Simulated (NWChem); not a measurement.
The numbers come from NWChem runs, not from measurements. System: CClF₂, charge 0, spin multiplicity 2, at a geometry optimised with UPBE0/def2-SVP. The structure started from a generated list of species. Its SCF solution wasn't tested for a lower state. Level: ROCCSD(T)/cc-pVDZ, 8 core orbitals frozen.

Job file:

```
start mol
memory heap 100 mb stack 700 mb global 1900 mb
geometry units angstroms nocenter noautoz
  F      1.053205    -0.077973    -1.079342
  C      0.426595     0.323586     0.000000
  F      1.053205    -0.077973     1.079342
  Cl    -1.265721    -0.031647     0.000000
  symmetry group Cs
end
basis spherical
  * library cc-pvdz
end
scf
  rohf
  nopen 1
  maxiter 100
  thresh 1e-7
  semidirect memsize 60000000 filesize 0
  # guess.movecs holds the orbitals of an unrestricted PBE0 run
  vectors input guess.movecs output mol.movecs
end
tce
  freeze core 8
  ccsd(t)
  2eorb
  2emet 13
  thresh 1e-6
  maxiter 100
  tilesize 24
end
task tce energy
```

Output (cleaned and shortened):

```
             Northwest Computational Chemistry Package (NWChem) 7.3.0
             --------------------------------------------------------

                                NWChem Input Module
                                -------------------

 Scaling coordinates for geometry "geometry" by  1.889725989
 (inverse scale =  0.529177249)

 Turning off AUTOSYM since
 SYMMETRY directive was detected!

                             Geometry "geometry" -> ""
                             -------------------------

 Output coordinates in angstroms (scale by  1.889725989 to convert to a.u.)

  No.       Tag          Charge          X              Y              Z
 ---- ---------------- ---------- -------------- -------------- --------------
    1 F                    9.0000     1.05320500    -0.07797300    -1.07934200
    2 C                    6.0000     0.42659500     0.32358600     0.00000000
    3 F                    9.0000     1.05320500    -0.07797300     1.07934200
    4 Cl                  17.0000    -1.26572100    -0.03164700     0.00000000

 Effective nuclear repulsion energy (a.u.)     157.9594149249

            Nuclear Dipole moment (a.u.)
            ----------------------------
        X                 Y               Z
 ---------------- ---------------- ----------------
     0.0000056692     0.0000056692     0.0000000000

      Symmetry information
      --------------------

 Group name             Cs
 Group number              2
 Group order               2
 No. of unique centers     3

      Symmetry unique atoms

     1    2    4


 Summary of "ao basis" -> "" (spherical)
 ------------------------------------------------------------------------------
       Tag                 Description            Shells   Functions and Types
 ---------------- ------------------------------  ------  ---------------------
 *                          cc-pvdz                   on all atoms

 Summary of "ao basis" -> "ao basis" (spherical)
 ------------------------------------------------------------------------------
       Tag                 Description            Shells   Functions and Types
[...]
     T(I) DIIS level shift : 0.00D+00
   CC-T/L Amplitude update :  5-th order DIIS
                I/O scheme : Global Array Library
        L-threshold :  0.10D-05
        EOM-threshold :  0.10D-05
 no EOMCCSD initial starts read in
 TCE RESTART OPTIONS
 SLICE:      F
 D4D5:       F
 quantumc:   F
 qrotation:  F
 pwtce:      F
 qducc:      F
 nacto:                         0
 nrotv:                         0
 nrot:                          0

            Memory Information
            ------------------
          Available GA space size is     249029600 doubles
          Available MA space size is     104853588 doubles

 Maximum block size supplied by input
 Maximum block size        24 doubles

 tile_dim =     23

 -------------------------------------------------
   1    alpha     a'     7 doubles       0       1
   2    alpha     a'     1 doubles       7       2
   3    alpha     a"     5 doubles       8       3
   4    beta      a'     7 doubles      13       4
   5    beta      a"     5 doubles      20       5
   6    alpha     a'    23 doubles      25       6
   7    alpha     a"    16 doubles      48       7
   8    beta      a'     1 doubles      64       8
   9    beta      a'    23 doubles      65       9
  10    beta      a"    16 doubles      88      10

 Global array virtual files algorithm will be used

 Parallel file system coherency ......... OK

 4-electron integrals stored in orbital form

 v2    file size   =          1123482
 4-index algorithm nr.  13 is used
 imaxsize =       30
 imaxsize ichop =        0


CCSD iterations
 ---------------------------------------------------------
 Iter          Residuum       Correlation     Cpu    Wall
 ---------------------------------------------------------
    1   0.1939096940529  -0.6215289272028     0.2     0.2
    2   0.0453399407310  -0.6267261460725     0.2     0.2
    3   0.0157496000623  -0.6355282349664     0.2     0.2
    4   0.0071383818784  -0.6363799396864     0.2     0.2
    5   0.0045054369080  -0.6371693307978     0.2     0.2
    6   0.0016257369619  -0.6374497219979     0.2     0.2
    7   0.0007324707304  -0.6374347538931     0.2     0.2
    8   0.0005771612813  -0.6373994759659     0.2     0.2
    9   0.0004122767349  -0.6374320250298     0.2     0.2
   10   0.0004052443945  -0.6374188252352     0.2     0.2
   11   0.0000609325969  -0.6374368774341     0.2     0.2
   12   0.0000307810807  -0.6374318277404     0.2     0.2
   13   0.0000196414817  -0.6374333386482     0.2     0.2
   14   0.0000121604200  -0.6374323545657     0.2     0.2
   15   0.0000083533421  -0.6374329728978     0.2     0.2
   16   0.0000023243569  -0.6374327883733     0.2     0.2
   17   0.0000013479304  -0.6374326782389     0.2     0.2
   18   0.0000011612557  -0.6374327158005     0.2     0.2
   19   0.0000009847171  -0.6374327393976     0.2     0.2
 -----------------------------------------------------------------
 Iterations converged
 CCSD correlation energy / hartree =        -0.637432739397626
 CCSD total energy / hartree       =      -696.832275228949129

 Singles contributions

 Doubles contributions
 CCSD(T)
 Using plain CCSD(T) code
             total no. of tasks          148
 total no. of tasks / no. procs          148
                         wl_min          175           2.4
                         wl_max      4173281          12.7
        thresh for no. of tasks          148

 CCSD[T]  correction energy / hartree =        -0.016069684551373
 CCSD[T] correlation energy / hartree =        -0.653502423948999
 CCSD[T] total energy / hartree       =      -696.848344913500455
 CCSD(T)  correction energy / hartree =        -0.014412619938205
 CCSD(T) correlation energy / hartree =        -0.651845359335831
 CCSD(T) total energy / hartree       =      -696.846687848887314

 Task  times  cpu:       14.4s     wall:       14.4s

 Total times  cpu:       14.4s     wall:       14.4s
```
